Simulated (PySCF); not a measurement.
**Working out the ionisation energy of Rh⁺**

Rh⁺ [Kr] 4d8 (3F) → Rh²⁺ [Kr] 4d7 (4F). All numbers are calculated (PySCF 2.14, scalar relativity through the core potential, in cc-pVTZ-PP with ECP28MDF (5s5p4d2f1g, 63 functions)). Frozen: 4s2 4p6. Energies in hartree (1 hartree = 27.21139 eV):

| part | Rh⁺ (lower) | Rh²⁺ (upper) |
| --- | --- | --- |
| UHF | -109.158212 | -108.566247 |
| MP2 opposite-spin | -0.136953 | -0.088747 |
| MP2 same-spin | -0.079701 | -0.066270 |

Problem. What does Hartree-Fock give?

Solution. (-108.566247) − (-109.158212) = 0.591965 hartree = 16.108 eV.

Problem. What do MP2 and SCS-MP2 (6/5 opposite-spin, 1/3 same-spin) give?

Solution. The opposite-spin parts differ by 1.312 eV and the same-spin parts by 0.365 eV. MP2: 16.108 + (1.312) + (0.365) = 17.785 eV. SCS-MP2: 16.108 + 1.2 × (1.312) + (0.365)/3 = 17.804 eV.

Reference: 18.08 eV (semi-empirical (NIST evaluation); NIST Atomic Spectra Database, ionization energies), between the lowest levels; spin-orbit coupling is absent from the calculation.

What remains against the reference includes basis incompleteness, the frozen core and correlation beyond second order.
